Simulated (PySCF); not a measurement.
# Stretching SnF⁺

Set-up: Sn cc-pVTZ-PP with ECP28, F cc-pVTZ; scalar-relativistic core potentials (PySCF 2.14). Energies in eV from Sn⁺ + F in their ground configurations at the same level. State: ¹Σ⁺ (singlet), closed shell.

All columns are PBE0. A positive dipole points towards F; it is taken about the centre of mass and depends on that origin.

```
R (Å)  E (eV)  μ (D)  Mulliken charge on Sn (basis-dependent)  HOMO (eV)  LUMO (eV)  Mayer bond order  ⟨S²⟩
1.627  -3.488  -1.81                                     1.22     -16.10      -8.80              1.29  0.00
1.703  -4.364  -2.27                                     1.24     -16.26      -8.95              1.25  0.00
1.778  -4.831  -2.72                                     1.27     -16.35      -9.10              1.22  0.00
1.835  -4.991  -3.05                                     1.29     -16.39      -9.20              1.19  0.00
1.892  -5.031  -3.38                                     1.31     -16.39      -9.31              1.17  0.00
1.949  -4.980  -3.70                                     1.33     -16.35      -9.41              1.15  0.00
2.024  -4.812  -4.12                                     1.35     -16.24      -9.54              1.12  0.00
2.119  -4.492  -4.62                                     1.37     -15.98      -9.69              1.09  0.00
2.233  -4.018  -5.18                                     1.38     -15.40      -9.86              1.06  0.00
2.384  -3.324  -5.86                                     1.40     -14.75     -10.06              1.04  0.00
```

A fit through these points gives, at Re = 1.886 Å, μ = -3.35 D and dμ/dR = -5.73 D/Å; the reduced mass is 16.4 u.

Problem. How strong is the fundamental in the double-harmonic approximation, I = 42.26·(dμ/dR)²/μred km/mol?

Solution. I = 42.26·(-5.73)²/16.4 = 84.6 km/mol at PBE0.

These are scalar-relativistic numbers at best; spin–orbit coupling would shift them, the dissociation energy most. For an ion De counts to the pair picked by the measured ionisation energies or electron affinities, which need not be the lowest pair at this level.
